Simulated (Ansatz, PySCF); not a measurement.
Stretching the Ge1–Cl3 bond in ClFGeH2 (SMILES [F][GeH2][Cl]) (multiplicity 1 held, fragments rigid). Energies count from the point at 2.151 Å.
Geometry at that point (charge 0, multiplicity 1):
```json
[
 {"atom": "Ge", "x (Å)": "-0.4872", "y (Å)": "-0.2878", "z (Å)": "0.0418"},
 {"atom": "F", "x (Å)": "-1.1704", "y (Å)": "1.3135", "z (Å)": "0.0343"},
 {"atom": "Cl", "x (Å)": "1.6442", "y (Å)": "-0.0414", "z (Å)": "-0.1076"},
 {"atom": "H", "x (Å)": "-0.8264", "y (Å)": "-0.9112", "z (Å)": "1.3962"},
 {"atom": "H", "x (Å)": "-0.9993", "y (Å)": "-0.9971", "z (Å)": "-1.2124"}
]
```

Restricted levels (R-, RO-) in cc, def2 and unpolarised 6-31G sets keep to the state of the molecule at rest. Unrestricted levels (U-) break spin symmetry where that is lower. Left out are points that failed, MP2 points that dive below the minimum, coupled-cluster points behind a jump of the amplitudes or a sharp parting from full CI or MRCI, small-basis points behind a change of solution, and semi-empirical points at long bonds. Curves can end on different states.

Frozen-core correlation. Filled d and f shells under p-block atoms count as core. Rows in 3-21G carry no dispersion term and start afresh at each structure; the Pople sets are all-electron and without relativity.

Codes used: Ansatz (a quantum-chemistry and plane-wave program) with Gaussian orbitals; PySCF for 3-21G rows. Values without a source in brackets are computed.

Energies in kcal/mol.

| R (Å) | R-HF/3-21G | R-PBE/def2-TZVPP | R-r2SCAN/def2-TZVPP | R-B3LYP/def2-TZVPP | R-CCSD(T)/def2-TZVPP | U-CCSD(T)/def2-TZVPP |
|---|---|---|---|---|---|---|
| 1.721 | 94.1 | 70.7 | 67.5 | 71.3 | 72.8 | 72.8 |
| 1.936 | 20.8 | 12.4 | 10.7 | 12.4 | 12.2 | 12.2 |
| 2.151 | 0.0 | 0.0 | 0.0 | 0.0 | 0.0 | 0.0 |
| 2.366 | 2.7 | 6.1 | 7.7 | 6.4 | 7.6 | 7.6 |
| 2.581 | 15.0 | ___ | 21.8 | 19.4 | 22.4 | 22.4 |
| 2.904 | 38.2 | ___ | 44.4 | 41.0 | 46.5 | 46.6 |
| 3.226 | 60.5 | ___ | 63.9 | 60.1 | 67.2 | 69.3 |
| 3.764 | 91.5 | 78.9 | 86.9 | 83.2 | 89.5 | 92.8 |
| 4.302 | 114.1 | 91.6 | 100.6 | 97.6 | 92.4 | 98.9 |
| 4.947 | 132.3 | 99.6 | 109.3 | 107.4 | 69.6 | 100.2 |
| 5.807 | 146.3 | 104.4 | 114.3 | 113.8 | 37.3 | 100.4 |
| 6.882 | left out | 106.6 | 116.5 | 117.2 | 27.9 | 100.5 |

### Question
Complete the blanks.

### Answer

- 2.904, R-PBE/def2-TZVPP: 39.5
- 2.581, R-PBE/def2-TZVPP: 18.7
- 3.226, R-PBE/def2-TZVPP: 57.6

Doubts at one or more of the structures used: a restricted determinant that unrestricted orbitals would lower (R-HF/3-21G, R-PBE/def2-TZVPP, R-r2SCAN/def2-TZVPP, R-B3LYP/def2-TZVPP, R-CCSD(T)/def2-TZVPP); other coupled-cluster roots lie near (R-CCSD(T)/def2-TZVPP); T1 above 0.05 (R-CCSD(T)/def2-TZVPP, U-CCSD(T)/def2-TZVPP); a spin-contaminated determinant (U-CCSD(T)/def2-TZVPP); the program's own flag: other amplitudes (U-CCSD(T)/def2-TZVPP).
